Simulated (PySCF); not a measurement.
**Levels of Pm⁵⁶⁺ from EOM-EA-GCCSD**

Reference: closed-shell Pm⁵⁷⁺, [He] 2s2; one electron is added. Calculated with PySCF 2.14, two-component X2C-1e with screened spin-orbit coupling, an uncontracted even-tempered set (17 s from 9.2 bohr⁻², ratio 2.6; 13 p from 12 bohr⁻², ratio 2.6; 7 d from 12 bohr⁻², ratio 2.8; 4 f from 230 bohr⁻², ratio 2.8); frozen nothing; the 32 highest virtual spinors dropped; of the others 50 kept and the rest restored at second order. No Breit or QED terms. Binding energies in eV.

```
level  Koopmans  second order  EOM-CCSD
2p1/2   12146.7       12145.8   12142.1
2p3/2   11524.8       11525.5   11525.3
```

For comparison, the ionisation energy of Pm⁵⁶⁺ is 12136 ± 5 eV (theoretical estimate listed by NIST; NIST Atomic Spectra Database, ionization energies).

Only part of the computed levels is shown.
